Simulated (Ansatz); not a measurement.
Input and output for C₂H₆ClO₂Sc, SMILES `C[O][Sc]([Cl])[O]C`.

```yaml
crystal:
  periodic: [false, false, false]
  atoms:
    - {symbol: C, position_ang: [-2.278980, 1.543579, 0.164354]}
    - {symbol: O, position_ang: [-1.301319, 0.690206, 0.655644]}
    - {symbol: Sc, position_ang: [0.068959, -0.439310, 1.160513]}
    - {symbol: Cl, position_ang: [0.193543, -1.248731, 3.345682]}
    - {symbol: O, position_ang: [1.342527, -0.913374, -0.089146]}
    - {symbol: C, position_ang: [2.239722, -1.197306, -1.108877]}
    - {symbol: H, position_ang: [-2.375865, 2.429586, 0.801934]}
    - {symbol: H, position_ang: [-3.252735, 1.041554, 0.136708]}
    - {symbol: H, position_ang: [-2.038145, 1.877265, -0.851792]}
    - {symbol: H, position_ang: [2.027858, -0.595883, -2.000676]}
    - {symbol: H, position_ang: [3.267127, -0.987640, -0.790467]}
    - {symbol: H, position_ang: [2.184407, -2.255147, -1.389777]}
basis:
  gaussian: {orbitals: x2c-TZVPPall, fitting: {mean_field: def2-universal-jkfit}}
magnetization: {spin_polarized: true, initial_magnetization: 0}
hamiltonian: {xc: {name: CAM-B3LYP}}
accuracy: high
scf: {lower_state_search: light}
output: {forces: true}
```

```sh
$ ansatz run in.yaml --threads 4 --pin off --events-out ev --progress --plain --max-ram 11315MiB
```

Shortened log:

```
Functional definition: CAM-B3LYP
804 factors; integrals over basis functions are off by at most 1.4e0 eV
804 factors; integrals over basis functions are off by at most 2.2e-5 eV
mean field evaluation 1: about -39623.2740 eV, gradient 5.8e1 eV
mean field evaluation 2: about -39579.6138 eV, gradient 1.3e2 eV
mean field evaluation 4: about -39635.4540 eV, gradient 3.4e0 eV
mean field evaluation 8: about -39635.5019 eV, gradient 7.3e-2 eV
mean field evaluation 16: about -39635.5019 eV, gradient 3.0e-5 eV
mean field -39635.50190788 eV, -1456.5778292065 hartree, gradient 5.3e-8 eV, S^2 0.000000; 0 other end points of the search recorded, 0 dependent functions left out
reference -39635.50193398 eV, -1456.5778301656 hartree; 36, 36 occupied and 278, 278 virtual orbitals, 804 factors
Total energy: -39635.50193398 eV, -1456.5778301656 hartree
Relativity: scalar
Atom 0 at    -2.278980     1.543579     0.164354 Å, force    -0.241927     0.201686    -0.102425 eV/Å
Atom 1 at    -1.301319     0.690206     0.655644 Å, force     0.072214    -0.059810     0.027012 eV/Å
Atom 2 at     0.068959    -0.439310     1.160513 Å, force     0.001842    -0.013218     0.035437 eV/Å
Atom 3 at     0.193543    -1.248731     3.345682 Å, force     0.003569    -0.024761     0.065890 eV/Å
Atom 4 at     1.342527    -0.913374    -0.089146 Å, force    -0.067178     0.024746     0.066264 eV/Å
Atom 5 at     2.239722    -1.197306    -1.108877 Å, force     0.221693    -0.079470    -0.232992 eV/Å
Atom 6 at    -2.375865     2.429586     0.801934 Å, force     0.014997    -0.092349    -0.065096 eV/Å
Atom 7 at    -3.252735     1.041554     0.136708 Å, force     0.104050     0.047852     0.003372 eV/Å
Atom 8 at    -2.038145     1.877265    -0.851792 Å, force    -0.019092    -0.037722     0.105383 eV/Å
Atom 9 at     2.027858    -0.595883    -2.000676 Å, force     0.017070    -0.058984     0.095505 eV/Å
Atom 10 at     3.267127    -0.987640    -0.790467 Å, force    -0.108462    -0.018068    -0.030077 eV/Å
Atom 11 at     2.184407    -2.255147    -1.389777 Å, force     0.001224     0.110099     0.031728 eV/Å
Dipole moment:    -0.041121     0.259680    -0.705016 e Å
```

It took 22 s on 4 threads of an Arm Neoverse V2 on a shared host, with 1.6 GiB of host memory at the peak.
